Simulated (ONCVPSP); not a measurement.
## u(r) = r·R(r): atom against pseudo-atom (Mn)

Columns: radius, all-electron u(r) and pseudo u(r) of the 3s shell (level -119.80 eV) of manganese in the configuration [Ne] 3s2 3p6 3d4; PBEsol, non-relativistic, ONCV scheme, ONCVPSP 4.0.1.

```tsv
r (bohr)	all-electron	pseudo
0.057	0.2295	0.0051
0.115	-0.3238	0.0274
0.172	-0.6210	0.0794
0.230	-0.5893	0.1697
0.288	-0.3421	0.2972
0.345	-0.0117	0.4503
0.402	0.3239	0.6178
0.460	0.6244	0.7872
0.518	0.8625	0.9399
0.575	1.0312	1.0615
0.632	1.1399	1.1481
0.690	1.1972	1.1975
0.747	1.2114	1.2103
0.805	1.1931	1.1926
0.862	1.1518	1.1518
0.920	1.0929	1.0931
0.977	1.0249	1.0250
1.035	0.9498	0.9498
1.092	0.8738	0.8738
1.150	0.7967	0.7967
1.208	0.7219	0.7219
1.265	0.6518	0.6518
1.322	0.5858	0.5858
1.380	0.5234	0.5234
1.438	0.4660	0.4660
1.495	0.4143	0.4143
```

**Question.** How many radial nodes do the two functions have?

**Answer.** The all-electron 3s function has n − l − 1 = 2; the pseudo-wave has 0, since the states of the same l below it are removed with the core.

**Question.** Where does each function peak?

**Answer.** Outermost all-electron maximum near 0.75 bohr, pseudo maximum near 0.75 bohr (to the table’s step).

**Question.** Is the pseudo-wave norm-conserving?

**Answer.** Yes: the ONCV scheme keeps the norm inside the radius equal to the all-electron one, which fixes the energy derivative of the logarithmic derivative at the level.
